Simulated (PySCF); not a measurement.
Vibration and rotation of GeF⁺

PBE0 constants of GeF⁺, ¹Σ⁺ (singlet), closed shell (basis Ge cc-pVTZ-PP with ECP10, F cc-pVTZ; scalar-relativistic core potentials; PySCF 2.14; masses 73.9212 and 18.9984 u):

```
ωe              : 807.1 cm⁻¹
ωexe            : 3.14 cm⁻¹
Be              : 0.39729 cm⁻¹
αe              : 0.00243 cm⁻¹
D (centrifugal) : 3.85e-07 cm⁻¹
De to Ge⁺ + F   : 5.66 eV
```

**Question.** Give the band origin of the fundamental and the first lines of its P and R branches.

**Answer.** ν0 = ωe − 2ωexe = 800.8 cm⁻¹, B0 = 0.39607, B1 = 0.39364 cm⁻¹.

```tsv
J″	P(J″) − ν0	R(J″) − ν0
0		0.787
1	-0.792	1.570
2	-1.589	2.347
3	-2.391	3.120
4	-3.198	3.888
5	-4.009	4.651
6	-4.825	5.408
```

**Question.** Near which J would the R branch turn back, without centrifugal distortion?

**Answer.** At J ≈ (B0 + B1)/(2(B0 − B1)) − 1 ≈ 160.

For an ion De counts to the pair picked by the measured ionisation energies or electron affinities, which need not be the lowest pair at this level.
